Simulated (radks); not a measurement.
Results of a calculation; reference values are marked as such.
Q: Valence configurations of the aluminium ion Al+ (all share [Ne]). Code: a radial shooting solver on a logarithmic mesh with Libxc functionals. Model: scalar-relativistic Kohn-Sham, PBE, spin-polarised, spherical densities, point nucleus; open shells are filled with parallel spins first. Order these by energy: 3p2; 3s1 3p1; 3s2; 3s0.5 3p1.5; 3s1.5 3p0.5.

A: From the lowest, in eV above it: 3s2 0.000; 3s1.5 3p0.5 2.595; 3s1 3p1 4.656; 3s0.5 3p1.5 7.646; 3p2 10.645. NIST lists [Ne] 3s2 as the ground configuration; this level of theory agrees among the configurations tried. The energies are those of spherical high-spin densities, not of single terms.
